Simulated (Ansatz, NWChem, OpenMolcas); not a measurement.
## A small benchmark: dipole moment

6 molecules with halogens; the dipole moment in D, computed less measured. Shapes, held fixed at every level: PBE0-D4/def2-TZVP. No vibrational averaging. Dipoles are compared by magnitude; molecules under 1 D, whose direction can flip, are left out. Programs: Ansatz 0.2.0, NWChem 7.3.0, OpenMolcas 26.06. A level may come from different programs for different species; with the same settings they agree closely. Measured values: NIST CCCBDB.

Levels: A = PBE/aug-cc-pVDZ; B = revPBE/aug-cc-pVDZ; C = B3LYP/6-31G* (spherical functions).

| molecule | measured | A | B | C |
| --- | --- | --- | --- | --- |
| CH2Cl2 (dichloromethane) | 1.60 | +0.01 | 0.00 | +0.21 |
| CH2ClF (SMILES FCCl) | 1.82 | -0.09 | -0.10 | +0.03 |
| CH2F2 (difluoromethane) | 1.97 | -0.19 | -0.21 | -0.28 |
| CHBrF2 (bromodifluoromethane) | 1.50 | -0.19 | -0.20 | -0.11 |
| C2H3FO (acetyl fluoride) | 2.96 | -0.09 | -0.12 | -0.19 |
| C2H5F (SMILES CCF) | 1.96 | -0.13 | -0.15 | -0.26 |

**Question.** Which level does best on this set, which worst, and which err to one side?

**Answer.** 
```json
{"level": "PBE/aug-cc-pVDZ", "kind": "GGA", "mean error": "-0.113", "mean absolute error": "0.117", "worst case": "CH2F2"}
{"level": "revPBE/aug-cc-pVDZ", "kind": "GGA", "mean error": "-0.130", "mean absolute error": "0.130", "worst case": "CH2F2"}
{"level": "B3LYP/6-31G* (spherical functions)", "kind": "global hybrid", "mean error": "-0.100", "mean absolute error": "0.180", "worst case": "CH2F2"}
```

On this set PBE/aug-cc-pVDZ has the smallest mean absolute error and B3LYP/6-31G* (spherical functions) the largest. PBE/aug-cc-pVDZ is too low in 5 of 6; revPBE/aug-cc-pVDZ is too low in 5 of 6. The levels differ in basis as well as in method. The smallest two are near a tie. Relativity is left out for Br. The set is small.
